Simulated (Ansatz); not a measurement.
```yaml
crystal:
  periodic: [false, false, false]
  atoms:
    - {symbol: O, position_ang: [0.129806, -2.579130, 0.134168]}
    - {symbol: C, position_ang: [0.424434, -1.489955, 0.077892]}
    - {symbol: B, position_ang: [0.876583, -0.102696, -0.045770]}
    - {symbol: Ge, position_ang: [-0.618098, 0.994516, -0.045272]}
    - {symbol: H, position_ang: [2.017721, 0.234733, -0.147485]}
    - {symbol: H, position_ang: [-0.737243, 2.502096, -0.109280]}
    - {symbol: H, position_ang: [-2.088438, 0.383719, 0.110615]}
basis:
  gaussian: {orbitals: x2c-TZVPPall, fitting: {mean_field: def2-universal-jkfit}}
total_charge: -2
hamiltonian: {xc: {name: HF}}
correlation: {method: rpa}
scf: {lower_state_search: full}
```

```sh
$ ansatz run in.yaml --threads 2 --pin off --events-out ev --progress --plain --max-ram 4352MiB
```

It prints (some lines left out):

```
Functional definition: HF
547 factors; integrals over basis functions are off by at most 1.2e0 eV
mean field evaluation 1: about -60840.0216 eV, gradient 4.7e1 eV
mean field evaluation 2: about -60843.6610 eV, gradient 4.0e1 eV
mean field evaluation 4: about -60847.1103 eV, gradient 2.4e0 eV
mean field evaluation 8: about -60847.1405 eV, gradient 1.7e-3 eV
mean field -60847.14052242 eV, -2236.0911705259 hartree, gradient 1.4e-6 eV, S^2 0.000000; 4 other end points of the search recorded, 0 dependent functions left out; unrestricted orbitals would lower it
12 core orbitals not correlated: weight in the atoms' cores, before any rotation towards them, 1.000 or more for the frozen orbitals, at most 0.000 for the correlated occupied ones
reference -60847.14052242 eV, -2236.0911705259 hartree; 16, 16 occupied and 155, 155 virtual orbitals, 547 factors
Total energy: -60871.06302180 eV, -2236.9703061628 hartree
Relativity: scalar
```

Question: What is wrong with this run?

Answer: The charge is far from anything that the molecule holds. The run converged. The result belongs to that input, not to the molecule as meant.
